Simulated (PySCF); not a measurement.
Bond length, frequency and bond energy of AlHg⁺ by level of theory

State: ¹Σ⁺ (singlet), closed shell. Set-up: basis Al def2-SVPD, Hg def2-SVPD with ECP60; scalar-relativistic core potentials; PySCF 2.14. De refers to Al⁺ + Hg in their ground configurations, without counterpoise correction. A positive dipole points towards Hg; it is taken about the centre of mass and depends on that origin.

```json
{"Level": "RHF-MP2", "Re (Å)": "2.977", "ωe (cm⁻¹)": "125", "De (eV)": "0.429", "μ (D)": "n/a", "CPU s a point (SCF and correlation, without the integrals)": "0.19"}
{"Level": "RHF-SCS-MP2", "Re (Å)": "3.025", "ωe (cm⁻¹)": "116", "De (eV)": "0.383", "μ (D)": "n/a", "CPU s a point (SCF and correlation, without the integrals)": "n/a"}
{"Level": "RHF-CCSD", "Re (Å)": "3.036", "ωe (cm⁻¹)": "117", "De (eV)": "0.397", "μ (D)": "n/a", "CPU s a point (SCF and correlation, without the integrals)": "n/a"}
{"Level": "RHF-CCSD(T)", "Re (Å)": "2.999", "ωe (cm⁻¹)": "123", "De (eV)": "0.435", "μ (D)": "n/a", "CPU s a point (SCF and correlation, without the integrals)": "3.2"}
{"Level": "PBE", "Re (Å)": "2.923", "ωe (cm⁻¹)": "143", "De (eV)": "0.65", "μ (D)": "-7.78", "CPU s a point (SCF and correlation, without the integrals)": "0.52"}
{"Level": "PW91", "Re (Å)": "2.918", "ωe (cm⁻¹)": "143", "De (eV)": "0.66", "μ (D)": "-7.78", "CPU s a point (SCF and correlation, without the integrals)": "0.38"}
{"Level": "r²SCAN", "Re (Å)": "2.888", "ωe (cm⁻¹)": "149", "De (eV)": "0.66", "μ (D)": "-7.46", "CPU s a point (SCF and correlation, without the integrals)": "0.7"}
{"Level": "B3LYP", "Re (Å)": "3.013", "ωe (cm⁻¹)": "124", "De (eV)": "0.484", "μ (D)": "-8.35", "CPU s a point (SCF and correlation, without the integrals)": "0.69"}
{"Level": "PBE0", "Re (Å)": "2.940", "ωe (cm⁻¹)": "142", "De (eV)": "0.61", "μ (D)": "-7.74", "CPU s a point (SCF and correlation, without the integrals)": "1.3"}
{"Level": "HSE06", "Re (Å)": "2.947", "ωe (cm⁻¹)": "141", "De (eV)": "0.61", "μ (D)": "-7.81", "CPU s a point (SCF and correlation, without the integrals)": "0.99"}
{"Level": "M06-2X", "Re (Å)": "3.009", "ωe (cm⁻¹)": "120", "De (eV)": "0.482", "μ (D)": "-8.31", "CPU s a point (SCF and correlation, without the integrals)": "0.81"}
```

Which functional lies closest to RHF-CCSD(T) in De, which farthest, and by how much do they differ from it?

Closest is M06-2X (+1.0 pm in Re, -2.4 % in ωe, +0.05 eV in De against RHF-CCSD(T) in the same basis), farthest PW91 (-8.1 pm in Re, +16.3 % in ωe, +0.23 eV in De). CCSD(T) converges more slowly with the basis than the functionals do and binds too weakly in this one, so the order can change at the basis-set limit.

What does a quarter of exact exchange do here, going from PBE to PBE0?

PBE0 less PBE: +1.7 pm in Re, -0.7 % in ωe, -0.04 eV in De. Exact exchange removes part of the self-interaction that spreads semilocal densities, and in most molecules shortens and stiffens the bond and lowers De; here Re goes the other way.

What does the step from GGA to meta-GGA do here, going from PBE to r²SCAN?

r²SCAN less PBE: -3.5 pm in Re, +4.2 % in ωe, +0.01 eV in De. 

Correlated steps freeze 5 core orbitals. Closed-shell solutions of metal pairs were not tested for spin polarisation, which can lower them a little. Correlated levels converge slowly with the basis: in double zeta they bind strong bonds too weakly, by up to about 1 eV, and carry superposition errors of some tenths. Spin–orbit coupling is left out. For an ion De counts to the pair picked by the measured ionisation energies or electron affinities, which need not be the lowest pair at this level.

The whole job (state search and all levels along the bond) took about 2 min on 1 thread of Intel Xeon Platinum 8259CL @ 2.50GHz (shared host), peak memory 0.8 GiB.
